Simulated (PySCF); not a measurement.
SiH2Cl2, SMILES Cl[SiH2]Cl.

The structure is a stationary point at B3LYP-D3(BJ)/def2-TZVP. The isomer is the one that the SMILES or the coordinates give; other isomers of the formula were not compared.

Level of theory: PBE/def2-TZVPD run with PySCF.

Symmetry labels are those of the subgroup C2v that the program uses (full group C2v).

List the valence orbital energies around the gap with their symmetry. (The exact figures need the calculation; the answer reports its results.)


```csv
orbital,symmetry,energy (eV)
HOMO−7,A1,-13.73
HOMO−6,B1,-10.36
HOMO−5,A1,-10.17
HOMO−4,B2,-10.08
HOMO−3,A1,-8.46
HOMO−2,A2,-8.32
HOMO−1,B1,-8.08
HOMO,B2,-7.79
LUMO,A1,-1.21
LUMO+1,B1,-1.03
LUMO+2,A1,-0.47
LUMO+3,B2,0.24
```
